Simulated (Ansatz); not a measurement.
Diatomic TiO, multiplicity 3 (the spin of the measured ground state). No spin–orbit coupling. Ti is treated without relativity.

D_e counts from the fitted minimum to each atom's lowest state at the same level, without counterpoise. The lowest state of Ti differs between levels (2S+1 = 3, 5).

The values were computed with Ansatz (a first-principles code) with Gaussian orbitals. 

Q: One of these levels gives 167.57 kcal/mol for the bond energy D_e. Which?
A) r2SCAN/def2-TZVPP
B) BHLYP/def2-TZVPP
C) PBE/def2-TZVPP

A: A, r2SCAN/def2-TZVPP. The others give 183.53 (PBE/def2-TZVPP), 127.28 (BHLYP/def2-TZVPP)
